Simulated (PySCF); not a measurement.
C₃H₇O₃ (SMILES COC(=O)[OH+]C), charge +1, singlet, at a GFN2-xTB geometry. Base run: PySCF with PBE0/6-31G.

PySCF was given this input:
```python
from pyscf import gto, scf, dft

mol = gto.M(
    atom='''
C     2.436945    0.246000   -0.304260
O     1.067879   -0.083175   -0.648920
C     0.160729    0.050397    0.225021
O     0.022700    0.431928    1.313095
O    -1.124619   -0.529626   -0.477989
C    -2.399879   -0.122121    0.079044
H     2.487047    0.744392    0.662646
H     3.004990   -0.683780   -0.286058
H     2.811615    0.894159   -1.095063
H    -1.094256   -0.436771   -1.452867
H    -2.291991   -0.104075    1.163762
H    -2.697573    0.862865   -0.278680
H    -3.134280   -0.875455   -0.202052
''',
    basis='6-31g',
    charge=1,
    spin=0,
    verbose=4,
)

mf = dft.RKS(mol)
mf.xc = 'pbe0'
mf.kernel()
mo_i, mo_e, stable_i, stable_e = mf.stability(internal=True, external=True, return_status=True, nroots=6, tol=1e-6)
print('internally stable:', stable_i, ' externally stable:', stable_e)
if not stable_e:
    umf = mf.to_uhf() if not hasattr(mf, 'xc') else mf.to_uks()
    umf.scf_summary = {}
    umf.kernel(umf.make_rdm1(mo_e, umf.mo_occ))
```

The bond that is stretched is that between atoms 7 and 1. A test that says stable can miss a lower solution.

The base run was repeated with changes; each row names its change, and settings that it needs were set with it.

| change | ΔE vs base (eV) | <S^2> | E after following the instability (Eh) | <S^2> there | HOMO-LUMO gap (eV) | stability test says |
|---|---|---|---|---|---|---|
| base | 0.00 | 0.000 | - | - | 9.45 | stable |
| bond × 1.25 | 0.79 | 0.000 | - | - | 9.41 | stable |
| bond × 1.5 | 2.14 | 0.000 | - | - | 8.68 | stable |
| bond × 1.8 | 3.66 | 0.000 | - | - | 6.66 | stable |
| bond × 2.2 | 5.22 | 0.000 | -343.19258 | 0.00 | 4.28 | external instability |
| bond × 3.0 | 6.97 | 0.000 | -343.12826 | 0.00 | 1.99 | external instability |

Where a bond breaks into two radicals, a solution with restricted orbitals usually stops being the lowest and lies too high; an unrestricted one lies lower at the price of spin contamination, which <S^2> shows.
